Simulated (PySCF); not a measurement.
**Rh⁺: ionisation energy**

Rh⁺ [Kr] 4d8 (3F) → Rh²⁺ [Kr] 4d7 (4F), as a difference of total energies. All numbers are calculated (PySCF 2.14, the spin-free X2C one-electron Hamiltonian (Gaussian nucleus), in ANO-RCC-VTZP (7s6p4d2f1g, 68 functions)). Correlated levels: valence: [Kr] frozen; valence and next inner shell: [Ar] 3d10 frozen. The calculations carry no spin-orbit coupling.

```json
{"method": "UHF", "ionisation energy (eV)": "16.151", "plus first-order spin-orbit estimate": "16.129", "difference from reference of that sum (eV)": "-1.951"}
{"method": "LDA", "ionisation energy (eV)": "18.914", "plus first-order spin-orbit estimate": "18.892", "difference from reference of that sum (eV)": "+0.812"}
{"method": "PBE", "ionisation energy (eV)": "18.506", "plus first-order spin-orbit estimate": "18.485", "difference from reference of that sum (eV)": "+0.405"}
{"method": "PBE0", "ionisation energy (eV)": "18.195", "plus first-order spin-orbit estimate": "18.173", "difference from reference of that sum (eV)": "+0.093"}
{"method": "r2SCAN", "ionisation energy (eV)": "18.196", "plus first-order spin-orbit estimate": "18.174", "difference from reference of that sum (eV)": "+0.094"}
{"method": "r2SCAN0", "ionisation energy (eV)": "18.017", "plus first-order spin-orbit estimate": "17.995", "difference from reference of that sum (eV)": "-0.085"}
{"method": "BP86", "ionisation energy (eV)": "18.652", "plus first-order spin-orbit estimate": "18.630", "difference from reference of that sum (eV)": "+0.550"}
{"method": "wB97X-V", "ionisation energy (eV)": "18.194", "plus first-order spin-orbit estimate": "18.172", "difference from reference of that sum (eV)": "+0.092"}
{"method": "MP2 (valence)", "ionisation energy (eV)": "17.886", "plus first-order spin-orbit estimate": "17.864", "difference from reference of that sum (eV)": "-0.216"}
{"method": "SCS-MP2 (valence)", "ionisation energy (eV)": "17.891", "plus first-order spin-orbit estimate": "17.869", "difference from reference of that sum (eV)": "-0.211"}
{"method": "MP2 (valence and next inner shell)", "ionisation energy (eV)": "18.058", "plus first-order spin-orbit estimate": "18.036", "difference from reference of that sum (eV)": "-0.044"}
{"method": "SCS-MP2 (valence and next inner shell)", "ionisation energy (eV)": "17.905", "plus first-order spin-orbit estimate": "17.883", "difference from reference of that sum (eV)": "-0.197"}
```

Reference: 18.08 eV (semi-empirical (NIST evaluation); NIST Atomic Spectra Database, ionization energies).

A first-order spin-orbit estimate (lowest level to lowest level, LS coupling) adds -0.022 eV.

Errors of the correlated levels include the incompleteness of this basis and the frozen core.
